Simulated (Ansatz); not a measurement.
`CC[O][Hf]([Cl])([O]CC)[O]CC` and `CC[O][Hf]([OH])([O]CC)[O]CC` differ in one atom or group.

Ansatz, PBE0-D4/def2-TZVP geometries, multiplicity 1. Each molecule was computed in one conformer, which needn't be the lowest.

Elements past krypton have def2 core potentials.

```csv
property,`CC[O][Hf]([Cl])([O]CC)[O]CC`
LUMO energy (PBE0/def2-TZVPP) / eV,0.16
HOMO energy (ωB97M-V/def2-TZVPP) / eV,-10.25
size of the dipole moment (PBE/def2-TZVPP) / D,3.83
size of the dipole moment (B3LYP/def2-TZVPP) / D,3.85
HOMO energy (PBE0/def2-TZVPP) / eV,-7.90
LUMO energy (ωB97M-V/def2-TZVPP) / eV,1.35
```

(1) Give the same properties after the change, and the shifts. (Best estimate.)

Results:

(1) Computed: 
```json
{"property": "LUMO energy (PBE0/def2-TZVPP) / eV", "`CC[O][Hf]([OH])([O]CC)[O]CC`": "0.29", "shift": "0.13"}
{"property": "HOMO energy (ωB97M-V/def2-TZVPP) / eV", "`CC[O][Hf]([OH])([O]CC)[O]CC`": "-9.83", "shift": "0.42"}
{"property": "size of the dipole moment (PBE/def2-TZVPP) / D", "`CC[O][Hf]([OH])([O]CC)[O]CC`": "0.35", "shift": "-3.48"}
{"property": "size of the dipole moment (B3LYP/def2-TZVPP) / D", "`CC[O][Hf]([OH])([O]CC)[O]CC`": "0.38", "shift": "-3.47"}
{"property": "HOMO energy (PBE0/def2-TZVPP) / eV", "`CC[O][Hf]([OH])([O]CC)[O]CC`": "-7.47", "shift": "0.43"}
{"property": "LUMO energy (ωB97M-V/def2-TZVPP) / eV", "`CC[O][Hf]([OH])([O]CC)[O]CC`": "1.41", "shift": "0.06"}
```

With PBE0 the HOMO rises by 0.43 eV and the LUMO rises by 0.13 eV, so the gap narrows by about 0.30 eV. PBE moves the HOMO by 0.43 eV and ωB97M-V by 0.42 eV. Dipoles are sizes alone; their direction can turn.

B3LYP here is the variant with VWN-RPA as its local correlation; programs differ in this.
